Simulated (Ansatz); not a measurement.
Ansatz (a quantum-chemistry and plane-wave program) input:

Ansatz 0.2 input:
```yaml
crystal:
  periodic: [false, false, false]
  atoms:
    - {symbol: C, position_ang: [1.24889928, 0.11989250, 0.43704499]}
    - {symbol: C, position_ang: [0.09848013, 0.00945395, 0.03446254]}
    - {symbol: C, position_ang: [-1.16217014, -0.11156663, -0.40669463]}
    - {symbol: H, position_ang: [2.25840526, 0.21680359, 0.79031569]}
    - {symbol: H, position_ang: [-1.65635077, 0.71686991, -0.91200534]}
    - {symbol: H, position_ang: [-1.71331014, -1.04035242, -0.26718776]}
basis:
  gaussian:
    orbitals: def2-TZVPD
hamiltonian:
  xc: {name: PBE}
total_charge: 1
output: {forces: true}
```

Task: What final total energy does it print?

Result: -115.57054 Eh (PBE/def2-TZVPD). The basis has 138 functions.
